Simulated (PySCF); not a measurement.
C2H6N (SMILES CC[NH-]), charge -1, singlet, at a GFN2-xTB geometry (in this run its highest filled SCF level lies above zero, so its values depend strongly on the basis, on diffuse functions most of all). Base run: B3LYP/6-31G in PySCF.

Input for PySCF:
```python
from pyscf import gto, scf, dft

mol = gto.Mole()
mol.atom = '''
    C     1.191191   -0.382927    0.007172
    C    -0.131227    0.521680    0.020645
    N    -1.347911   -0.107551    0.083890
    H     2.099467    0.229158    0.017145
    H     1.194065   -1.037068    0.879195
    H     1.200633   -1.006310   -0.888497
    H     0.068229    1.238652   -0.896924
    H    -0.027302    1.178907    0.908696
    H    -1.459500   -0.683001   -0.773743
'''
mol.basis = '6-31g'
mol.charge = -1
mol.spin = 0
mol.verbose = 4
mol.build()

mf = dft.RKS(mol)
mf.xc = 'b3lyp'
mf.kernel()
mo_i, mo_e, stable_i, stable_e = mf.stability(internal=True, external=True, return_status=True, nroots=6, tol=1e-6)
print('internally stable:', stable_i, ' externally stable:', stable_e)
if not stable_e:
    umf = mf.to_uhf() if not hasattr(mf, 'xc') else mf.to_uks()
    umf.scf_summary = {}
    umf.kernel(umf.make_rdm1(mo_e, umf.mo_occ))
```

The bond that is stretched is that between atoms 7 and 2. A test that says stable can miss a lower solution.

Each row names what was changed in the base input (with any setting that the change needs).

```csv
change,ΔE vs base (mEh),<S^2>,E after following the instability (Eh),<S^2> there,HOMO-LUMO gap (eV),stability test says
base,0.000,0.000,-,-,5.05,stable
bond × 1.25,16.094,0.000,-,-,5.32,stable
bond × 1.5,35.854,0.000,-,-,4.94,stable
bond × 1.8,54.199,0.000,-,-,4.13,stable
bond × 2.2,71.004,0.000,-134.37747,0.00,2.98,external instability
bond × 3.0,90.304,0.000,-134.36427,0.41,1.47,external instability
```

Where a bond breaks into two radicals, a solution with restricted orbitals usually stops being the lowest and lies too high; an unrestricted one lies lower at the price of spin contamination, which <S^2> shows.
